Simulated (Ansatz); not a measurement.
```yaml
crystal:
  periodic: [false, false, false]
  atoms:
    - {symbol: C, position_ang: [-0.206599, -2.214275, -0.343716]}
    - {symbol: C, position_ang: [-0.344744, -1.325495, 0.632297]}
    - {symbol: C, position_ang: [0.571116, -0.165797, 0.881448]}
    - {symbol: B, position_ang: [-0.197339, 1.125313, 0.404435]}
    - {symbol: C, position_ang: [0.052775, 1.847886, -0.954140]}
    - {symbol: F, position_ang: [-1.142537, 1.597918, 1.221518]}
    - {symbol: H, position_ang: [-0.925648, -3.012279, -0.485898]}
    - {symbol: H, position_ang: [0.636013, -2.180663, -1.027715]}
    - {symbol: H, position_ang: [-1.207559, -1.398337, 1.291130]}
    - {symbol: H, position_ang: [1.506711, -0.300602, 0.333798]}
    - {symbol: H, position_ang: [0.794338, -0.091730, 1.951576]}
    - {symbol: H, position_ang: [0.990109, 2.414613, -0.883406]}
    - {symbol: H, position_ang: [0.199793, 1.128250, -1.764331]}
    - {symbol: H, position_ang: [-0.739632, 2.545999, -1.228197]}
basis:
  gaussian: {orbitals: def2-TZVP, nuclear_model: gaussian}
hamiltonian: {xc: {name: HF}}
correlation: {active_space: {window: {electrons: 3, orbitals: 2}}}
output: {forces: true}
```

```sh
$ ansatz run in.yaml --threads 4 --pin off --events-out ev --progress --plain --max-ram 10444MiB
```

Output, abridged:

```
Functional definition: HF
1592 factors; integrals over basis functions are off by at most 1.2e-3 eV
mean field evaluation 1: about -7625.7599 eV, gradient 4.3e1 eV
mean field evaluation 2: about -7625.9761 eV, gradient 4.3e1 eV
mean field evaluation 4: about -7630.5079 eV, gradient 4.4e0 eV
mean field evaluation 8: about -7630.5733 eV, gradient 2.7e-1 eV
mean field -7630.57364245 eV, -280.4184091714 hartree, gradient 4.9e-6 eV, S^2 0.000000; 0 other end points of the search recorded, 0 dependent functions left out
reference -7630.57364245 eV, -280.4184091714 hartree; 23, 23 occupied and 211, 211 virtual orbitals, 1592 factors
Error: 3 electrons in 2 orbitals form no window around the highest filled level of the reference
```

In this input the active space doesn't fit the electrons. The run stopped with an error.
